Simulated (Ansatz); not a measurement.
`BC1(F)C=C1`, charge 0, multiplicity 1.

(1) Give a relaxed structure at PBE0-D4/def2-TZVP (Ansatz 0.2.0). (Estimate.)

Answers

(1) Ansatz gave: 
Z-matrix (Å, degrees):
```
C
F 1 1.396
C 1 1.498 2 113.7
B 1 1.529 2 115.6 3 -152.1
C 1 1.498 2 113.7 3 55.7
H 3 1.076 1 142.7 2 -73.6
H 4 1.195 1 117.8 2 -179.9
H 4 1.193 1 121.4 2 0.1
H 5 1.076 1 142.7 2 73.5
```
Point group Cs.
This is one stationary point; other conformers may exist.
